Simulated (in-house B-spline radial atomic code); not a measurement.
Configurations of the vanadium ion V²⁺, with energies counted from [Ar] (3d3/2)3. All numbers are computed (Dirac-Hartree-Fock, average of each configuration as written; Fermi nucleus of rms radius 3.6002 fm) with a radial B-spline atomic code at the basis-set limit, not measured. Energies include first-order Breit, QED and recoil terms.

Occupations are held fixed; configurations that lie above the ionisation limit could autoionise.

```tsv
configuration	E - E(ref) (eV)	highest orbital	its <r> (bohr)
[Ar] (3d5/2)3	0.39277	3d5/2	1.297
[Ar] (3d3/2)1 (3d5/2)2	0.58748	3d3/2	1.296
[Ar] (3d5/2)2 (6g7/2)1	24.261	6g7/2	14.66
[Ar] (3d3/2)2 (7f7/2)1	24.937	7f7/2	22.35
[Ne] 3s2 (3p1/2)1 (3p3/2)4 (3d5/2)3 (7f7/2)1	65.527	7f7/2	22.26
[Ne] 3s2 (3p1/2)2 (3p3/2)3 (3d5/2)3 (7d3/2)1	67.253	7d3/2	19.22
[Ne] 3s2 (3p1/2)1 (3p3/2)4 (3d3/2)2 (3d5/2)1 (6f5/2)1	68.069	6f5/2	15.8
```

Task: Order these further configurations by energy, lowest first.
A. [Ne] 3s2 (3p1/2)2 (3p3/2)3 (3d3/2)2 (3d5/2)1 (6p1/2)1
B. [Ne] 3s2 (3p1/2)1 (3p3/2)4 (3d3/2)1 (3d5/2)3
C. [Ar] (3d3/2)2 (4f5/2)1
D. [Ne] 3s2 (3p1/2)1 (3p3/2)4 (3d5/2)3 4s1
E. [Ne] 3s2 (3p1/2)2 (3p3/2)3 (3d5/2)3 (5d3/2)1

Result: C (19.74 eV), B (41.715 eV), D (45.05 eV), A (62.998 eV), E (63.794 eV).

Task: How far above the reference does [Ar] (3d3/2)2 (3d5/2)1 lie?

Result: 0.45654 eV; its least bound orbital is 3d5/2 with <r> = 1.301 bohr.

Task: How far above the reference does [Ar] (3d5/2)2 7s1 lie?

Result: 23.401 eV; its least bound orbital is 7s1/2 with <r> = 14.41 bohr.
